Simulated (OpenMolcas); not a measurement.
**Zr²⁺: effect of the basis set**

| Quantity | Value |
| --- | --- |
| Program | OpenMolcas |
| Method | CASSCF |
| Active space | 2 electrons in 10 orbitals (4d 5d) |
| State averaging | 2S+1 = 3 even, 10 roots; 2S+1 = 1 even, 15 roots |
| Spin-orbit coupling | state interaction with AMFI integrals over the reference wave functions, term energies averaged over their components |

A. ANO-R2 [7s5p4d2f1g], X2C, finite nucleus; cost of the order of 10 core-seconds
B. ANO-RCC-VTZP [7s6p4d2f1g], DKH2, point nucleus; cost roughly 20 core-seconds
C. ANO-RCC-VQZP [8s7p5d3f2g1h], DKH2, point nucleus; cost about 14 core-seconds

Energies in cm-1 above 4d2 3F2, the measured ground level; measured values from Moore, Atomic Energy Levels, vol. II, NSRDS-NBS 35 (1971 reprint of NBS Circular 467, 1952); NIST levels as listed in Rynkun, Gaigalas and Jonsson, Astron. Astrophys. 637, A10 (2020).

| Level | A | B | C | Measured |
| --- | --- | --- | --- | --- |
| 4d2 3F2 | 0.0 | 0.0 | 0.0 | 0.0 |
| 4d2 3F3 | 690 | 672 | 680 | 681 |
| 4d2 3F4 | 1530 | 1494 | 1511 | 1486 |
| 4d2 1D2 | 8688 | 8963 | 8928 | 5742 |
| 4d2 3P0 | 9776 | 10057 | 10027 | 8062 |
| 4d2 3P1 | 10030 | 10305 | 10279 | 8326 |
| 4d2 3P2 | 10652 | 10914 | 10896 | 8838 |
| 4d2 1G4 | 13147 | 13526 | 13477 | 11049 |
| 4d2 1S0 | 30594 | 31671 | 31463 | 23979 |

Deviations, from unrounded energies. A percentage is the sum of absolute deviations over the sum of measured energies, with the sign that they share, or ± where signs differ.

```json
{"Against measurement": "mean absolute deviation (cm-1)", "Levels": "8", "A": "2100", "B": "2400", "C": "2400"}
{"Against measurement": "fine structure of the ground term (%)", "Levels": "2", "A": "+2.4", "B": "±0.8", "C": "±1.2"}
{"Against measurement": "other terms of the ground configuration (%)", "Levels": "6", "A": "+25.6", "B": "+29.5", "C": "+28.9"}
```

A lies closest to measurement on these levels and B furthest from it. The largest miss of A in the table is 4d2 1S0, by +6600 cm-1. The ranking rests on the paired levels alone, and a cruder setting can come out closer through cancelling errors.

Among A to C the level of the table that moves most is 4d2 1S0, by 1100 cm-1 (lowest in A, highest in B).

Without dynamic correlation excited terms often stand tens of per cent too high (terms of higher spin than the ground term too low), and those without a measured partner can miss by more than the paired ones. Some levels mix across a computed gap that differs much from the measured one, so their mixing is not that of the real levels. Active for correlation alone: 5d; no level in the range computed is led by a configuration that fills it, so any true level of that kind is missing. Measured partners are found by configuration, term and J. A level has none where our copy of the source lacks it or the pairing is in doubt (some pairs that miss far off the trend of their configuration count as doubtful), and it then counts in no deviation. Levels of configurations outside the active space are missing.
